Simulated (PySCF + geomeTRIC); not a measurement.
[Pt(Cl)4]- (charge -1, multiplicity 2), TPSS-D3(BJ)/def2-SVP in PySCF + geomeTRIC. The run did not converge; its last values are not results.

```python
import json, numpy as np
from pyscf import gto, dft
from fastk import lowrank_exchange
atoms = """
Pt    -0.002432    -0.000633     0.004993
Cl     1.064098    -1.992560     0.244979
Cl     1.765164     1.060519     0.960279
Cl    -1.062836     1.993075    -0.247509
Cl    -1.763994    -1.060399    -0.962738
"""
def scf(charge, spin, dm0=None):
    mol = gto.M(atom=atoms, basis='def2-svp', ecp={'Pt': 'def2-svp'}, charge=charge, spin=spin, verbose=3, max_memory=3780)
    mf = dft.KS(mol, xc='tpss').density_fit(auxbasis="def2-universal-jkfit")
    mf.disp = 'd3bj'
    mf.grids.level = 3
    mf.conv_tol = 1e-8
    mf.max_cycle = 120
    mf.level_shift = 0.25
    mf.kernel(dm0)
    if not mf.converged:
        mf = mf.newton().run(mf.mo_coeff, mf.mo_occ).undo_soscf()
    return mf
mf = scf(-1, 1)
lowrank_exchange(mf)  # same exchange matrices as the stock routine, built faster for response steps
mo, _, stable, _ = mf.stability(return_status=True)
if not stable:
    mf.kernel(mf.make_rdm1(mo, mf.mo_occ))
del mf.get_jk
from pyscf.geomopt.geometric_solver import kernel as optimize
path = []
done, mol = optimize(mf, maxsteps=120, assert_convergence=False, callback=lambda env: path.append((env["energy"], bool(env["g_scanner"].converged))))
res = dict(converged=bool(done and path[-1][1]), energy=path[-1][0], path=[e for e, c in path], xyz=mol.atom_coords(unit="Angstrom").tolist(), nao=mol.nao)
json.dump(res, open("result.json", "w"))
```

The last lines of the output:

```
converged SCF energy = -1959.86046330982  <S^2> = 0.75110711  2S+1 = 2.0011068
<class 'pyscf.df.df_jk.DFUKS'> wavefunction is stable in the internal stability analysis
Geometry optimization cycle 1
converged SCF energy = -1959.86046330776  <S^2> = 0.7511071  2S+1 = 2.0011068
cycle 1: E = -1959.86046331  dE = -1959.86  norm(grad) = 0.0325758
Geometry optimization cycle 2
SCF not converged.
cycle 2: E = -1959.86332672  dE = -0.00286341  norm(grad) = 0.00344888
Geometry optimization cycle 3
converged SCF energy = -1959.86293544729  <S^2> = 0.75118522  2S+1 = 2.0011849
cycle 3: E = -1959.86293545  dE = 0.000391272  norm(grad) = 0.00621997
Geometry optimization cycle 4
converged SCF energy = -1959.86339453423  <S^2> = 0.75119064  2S+1 = 2.0011903
cycle 4: E = -1959.86339453  dE = -0.000459087  norm(grad) = 0.00257537
Geometry optimization cycle 5
SCF not converged.
cycle 5: E = -1959.863449  dE = -5.44697e-05  norm(grad) = 0.000285986
Geometry optimization cycle 6
SCF not converged.
cycle 6: E = -1959.86344939  dE = -3.90746e-07  norm(grad) = 0.00023818
<class 'geometric.internal.Distance'> : 4
<class 'geometric.internal.Angle'> : 1
<class 'geometric.internal.LinearAngle'> : 4
<class 'geometric.internal.OutOfPlane'> : 4
<class 'geometric.internal.TranslationX'> : 1
<class 'geometric.internal.TranslationY'> : 1
<class 'geometric.internal.TranslationZ'> : 1
<class 'geometric.internal.RotationA'> : 1
<class 'geometric.internal.RotationB'> : 1
<class 'geometric.internal.RotationC'> : 1
Step    0 : Gradient = 1.457e-02/1.635e-02 (rms/max) Energy = -1959.8604633078
Step    1 : Displace = 5.593e-02/6.336e-02 (rms/max) Trust = 1.000e-01 (=) Grad = 1.542e-03/1.912e-03 (rms/max) E (change) = -1959.8633267190 (-2.863e-03) Quality = 0.836
Step    2 : Displace = 6.265e-02/8.452e-02 (rms/max) Trust = 1.414e-01 (+) Grad = 2.782e-03/3.548e-03 (rms/max) E (change) = -1959.8629354473 (+3.913e-04) Quality = -1.227
Step    3 : Displace = 3.152e-02/4.245e-02 (rms/max) Trust = 3.132e-02 (x) Grad = 1.152e-03/1.398e-03 (rms/max) E (change) = -1959.8633945342 (-6.782e-05) Quality = 0.279
Step    4 : Displace = 1.241e-02/1.661e-02 (rms/max) Trust = 3.132e-02 (=) Grad = 1.279e-04/2.324e-04 (rms/max) E (change) = -1959.8634490039 (-5.447e-05) Quality = 1.043
Step    5 : Displace = 5.514e-04/7.845e-04 (rms/max) Trust = 4.430e-02 (+) Grad = 1.065e-04/1.485e-04 (rms/max) E (change) = -1959.8634493947 (-3.907e-07) Quality = 0.910
Converged! =D
```
